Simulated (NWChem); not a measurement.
System: C₂H₄BFO₂; SMILES CB(F)C(=O)O

Here is an NWChem input.

```
start job
memory heap 200 mb stack 900 mb global 1100 mb
geometry units angstroms noautoz
  C     -1.210629    -1.661684     0.180181
  B      0.054003    -0.752136     0.118179
  F      1.284423    -1.254403     0.092118
  C     -0.082339     0.844318     0.008111
  O     -0.811279     1.385743    -0.802093
  O      0.685483     1.546290     0.876425
  H     -1.753472    -1.493382     1.121887
  H     -0.980338    -2.728292     0.102013
  H     -1.909993    -1.377869    -0.616702
  H      0.509451     2.494036     0.702252
end
basis spherical
  * library def2-tzvp
end
dft
  xc xpbe96 cpbe96
  iterations 150
  semidirect filesize 400000000
  mulliken
end
task dft energy
```

Excerpt of the output:

```
             Northwest Computational Chemistry Package (NWChem) 7.3.0
             --------------------------------------------------------

 C1  symmetry detected

                             Geometry "geometry" -> ""
                             -------------------------

 Output coordinates in angstroms (scale by  1.889725989 to convert to a.u.)

  No.       Tag          Charge          X              Y              Z
 ---- ---------------- ---------- -------------- -------------- --------------
    1 C                    6.0000    -1.10638505    -1.67294067     0.42887801
    2 B                    5.0000     0.07703135    -0.76089763    -0.01622760
    3 F                    9.0000     1.23383298    -1.26110925    -0.43870011
    4 C                    6.0000    -0.08087909     0.83695692    -0.05220831
    5 O                    8.0000    -1.02681238     1.39052489    -0.58107293
    6 O                    8.0000     0.92523177     1.52572822     0.53907804
    7 H                    1.0000    -1.32226574    -1.52062752     1.49659076
    8 H                    1.0000    -0.91691579    -2.73784636     0.26494487
    9 H                    1.0000    -2.02105884    -1.37712703    -0.10079135
   10 H                    1.0000     0.70681656     2.47594998     0.44463563

 Effective nuclear repulsion energy (a.u.)     215.9129626743

  pbe96 is a nonlocal functional; adding pw91lda local functional.

                                 NWChem DFT Module
                                 -----------------

 Summary of "ao basis" -> "ao basis" (spherical)
 ------------------------------------------------------------------------------
       Tag                 Description            Shells   Functions and Types
 ---------------- ------------------------------  ------  ---------------------
 C                         def2-tzvp                11       31   5s3p2d1f
 B                         def2-tzvp                11       31   5s3p2d1f
 F                         def2-tzvp                11       31   5s3p2d1f
 O                         def2-tzvp                11       31   5s3p2d1f
 H                         def2-tzvp                 4        6   3s1p

            General Information
            -------------------
          SCF calculation type: DFT
          Wavefunction type:  closed shell.
          No. of atoms     :    10
          No. of electrons :    46
           Alpha electrons :    23
            Beta electrons :    23
          Charge           :     0
          Spin multiplicity:     1
          Use of symmetry is: off; symmetry adaption is: off
          Maximum number of iterations: 150
          AO basis - number of functions:   210
                     number of shells:    82
          Convergence on energy requested:  1.00D-06
          Convergence on density requested:  1.00D-05
          Convergence on gradient requested:  5.00D-04

              XC Information
              --------------
          PerdewBurkeErnzerhof Exchange Functional  1.000
            Perdew 1991 LDA Correlation Functional  1.000 local
           PerdewBurkeErnz. Correlation Functional  1.000 non-local

             Grid Information
             ----------------
          Grid used for XC integration:  medium
          Radial quadrature: Mura-Knowles
          Angular quadrature: Lebedev.
          Tag              B.-S. Rad. Rad. Pts. Rad. Cut. Ang. Pts.
          ---              ---------- --------- --------- ---------
          C                   0.70       49          12.0       434
          B                   0.85       49          10.0       434
          F                   0.50       49          11.0       434
          O                   0.60       49          12.0       434
          H                   0.35       45          13.0       434
          Grid pruning is: on
          Number of quadrature shells:   474
          Spatial weights used:  Erf1

      Superposition of Atomic Density Guess
      -------------------------------------

 Sum of atomic energies:        -350.86329892

      Non-variational initial energy
      ------------------------------

 Total energy =    -353.367471
 1-e energy   =    -909.408454
 2-e energy   =     340.128021
 HOMO         =      -0.336950
 LUMO         =      -0.037312

------------------------------------------------------------
EAF file 0: "./job.aoints.0" size=930611200 bytes
------------------------------------------------------------
               write      read    awrite     aread      wait
               -----      ----    ------     -----      ----
     calls:     1775         0         0         0         0
   data(b): 9.31e+08  0.00e+00  0.00e+00  0.00e+00
   time(s): 0.00e+00  0.00e+00  0.00e+00  0.00e+00  0.00e+00
rate(mb/s): 0.00e+00  0.00e+00
------------------------------------------------------------

     ---------------------------------------------
      Total Density - Mulliken Population Analysis
     ---------------------------------------------

    Atom       Charge   Shell Charges
 -----------   ------   -------------------------------------------------------
    1 C    6     6.72   0.86  1.12  0.56  0.68  0.12  1.33  1.52  0.51  0.01  0.01  0.00
    2 B    5     4.25   0.92  1.06  0.53  0.42  0.05  0.68  0.39  0.04  0.07  0.06  0.03
    3 F    9     9.41   0.77  1.20  0.61  1.00  0.32  2.36  2.32  0.83  0.00  0.01  0.00
    4 C    6     5.26   0.86  1.12  0.53  0.60  0.13  0.90  0.81  0.14  0.05  0.12  0.02
    5 O    8     8.78   0.79  1.18  0.61  0.96  0.28  2.01  2.11  0.80  0.00  0.02  0.00
    6 O    8     8.59   0.79  1.18  0.60  0.95  0.24  1.93  2.11  0.78  0.00  0.02  0.00
    7 H    1     0.80   0.23  0.42  0.12  0.02
    8 H    1     0.82   0.24  0.43  0.12  0.02
    9 H    1     0.80   0.23  0.42  0.12  0.02
   10 H    1     0.57   0.19  0.27  0.08  0.04

   convergence    iter        energy       DeltaE   RMS-Dens  Diis-err
 ---------------- ----- ----------------- --------- --------- ---------
 d= 0,ls=0.0,diis     1   -353.4050993492 -5.69D+02  8.70D-03  2.04D+00
 d= 0,ls=0.0,diis     2   -352.4193588806  9.86D-01  6.97D-03  1.18D+01
 d= 0,ls=0.0,diis     3   -353.5167514119 -1.10D+00  2.84D-03  8.48D-01
 d= 0,ls=0.0,diis     4   -353.5532255111 -3.65D-02  1.26D-03  5.05D-01
 d= 0,ls=0.0,diis     5   -353.5977184526 -4.45D-02  2.66D-04  8.02D-03
  Resetting Diis
 d= 0,ls=0.0,diis     6   -353.5982440048 -5.26D-04  1.03D-04  1.85D-03
 d= 0,ls=0.0,diis     7   -353.5984316159 -1.88D-04  6.88D-05  1.63D-04
 d= 0,ls=0.0,diis     8   -353.5983881583  4.35D-05  4.61D-05  7.04D-04
 d= 0,ls=0.0,diis     9   -353.5984449284 -5.68D-05  8.52D-06  7.41D-06
 d= 0,ls=0.0,diis    10   -353.5984452226 -2.94D-07  3.71D-06  4.09D-06

         Total DFT energy =     -353.598445222565
      One electron energy =     -913.448721633837
           Coulomb energy =      387.608940996292
    Exchange-Corr. energy =      -43.671627259364
 Nuclear repulsion energy =      215.912962674344

 Numeric. integr. density =       45.999993187650

                       DFT Final Molecular Orbital Analysis
                       ------------------------------------

 Vector   21  Occ=2.000000D+00  E=-3.089506D-01
              MO Center= -1.8D-01, -4.8D-01,  3.8D-02, r^2= 3.6D+00
   Bfn.  Coefficient  Atom+Function         Bfn.  Coefficient  Atom+Function
  ----- ------------  ---------------      ----- ------------  ---------------
    69      0.201712   3 F  py                6      0.182435   1 C  px
    72      0.161653   3 F  py               38     -0.148629   2 B  py
   100      0.144743   4 C  py                7      0.137807   1 C  py
   161      0.137573   6 O  px                9      0.136151   1 C  px
    37     -0.122989   2 B  px              130      0.122398   5 O  px

 Vector   22  Occ=2.000000D+00  E=-2.931662D-01
              MO Center= -1.5D-02,  1.4D+00,  2.2D-02, r^2= 2.0D+00
   Bfn.  Coefficient  Atom+Function         Bfn.  Coefficient  Atom+Function
  ----- ------------  ---------------      ----- ------------  ---------------
   163      0.314163   6 O  pz              132     -0.265317   5 O  pz
   166      0.259301   6 O  pz              135     -0.217175   5 O  pz
   169      0.199971   6 O  pz              130      0.186178   5 O  px
   161     -0.158978   6 O  px              133      0.150091   5 O  px
   138     -0.143636   5 O  pz              164     -0.131154   6 O  px

 Vector   23  Occ=2.000000D+00  E=-2.371729D-01
              MO Center= -5.2D-01,  9.8D-01, -3.1D-01, r^2= 2.3D+00
   Bfn.  Coefficient  Atom+Function         Bfn.  Coefficient  Atom+Function
  ----- ------------  ---------------      ----- ------------  ---------------
   131      0.369211   5 O  py              134      0.299854   5 O  py
   137      0.233403   5 O  py               38      0.156068   2 B  py
   161      0.153216   6 O  px              130      0.133757   5 O  px
    98      0.132650   4 C  s               164      0.132823   6 O  px
    41      0.119729   2 B  py               69     -0.119268   3 F  py

 Vector   24  Occ=0.000000D+00  E=-9.464736D-02
              MO Center= -1.1D-01,  1.1D-02, -6.9D-02, r^2= 2.7D+00
   Bfn.  Coefficient  Atom+Function         Bfn.  Coefficient  Atom+Function
  ----- ------------  ---------------      ----- ------------  ---------------
    42      0.317507   2 B  pz               39      0.306012   2 B  pz
   104      0.223485   4 C  pz              101      0.197657   4 C  pz
    45      0.188725   2 B  pz              132     -0.188556   5 O  pz
   189     -0.179814   7 H  s               138     -0.173554   5 O  pz
   107      0.162236   4 C  pz              135     -0.155408   5 O  pz

[...]
```

Level: PBE/def2-TZVP. The geometry was optimised at B3LYP/6-31G* (spherical d).
